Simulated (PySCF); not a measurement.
**Tc³⁺ (technetium, charge +3) across methods**

[Kr] 4d4, high-spin 5D determinant. All numbers are calculated (PySCF 2.14, a scalar-relativistic core potential, in aug-cc-pVDZ-PP with ECP28MDF (5s5p4d2f, 54 functions)). The B2PLYP total includes its PT2 part (frozen core); its orbital energies are those of the SCF part.

```tsv
method	E (hartree)	mean ε 4p α (eV)	mean ε 4p β (eV)	mean ε 4d α (eV)	Σ⟨r²⟩ (bohr²)	⟨S²⟩
HSE06	-78.5109	-80.036	-75.444	-37.780	22.64	6.000
UHF	-78.05925	-90.614	-81.625	-43.108	22.53	6.002
PBE	-78.5112	-76.777	-73.461	-36.307	22.72	6.000
B2PLYP	-78.3584	-84.234	-78.095	-39.943	22.59	6.001
LDA	-78.2945	-76.698	-73.449	-36.307	22.88	6.000
M06-2X	-78.4088	-82.966	-78.104	-39.828	22.62	6.000
r2SCAN	-78.5540	-78.438	-74.125	-36.682	22.56	6.001
PBE0	-78.5133	-80.464	-75.859	-38.204	22.63	6.000
```

Q: Estimate the same row for BLYP.

A: E (hartree) = -78.4743; mean ε 4p α (eV) = -76.621; mean ε 4p β (eV) = -73.392; mean ε 4d α (eV) = -36.079; Σ⟨r²⟩ (bohr²) = 22.73; ⟨S²⟩ = 6.000.

Energies and moments cover only the electrons outside the core potential.
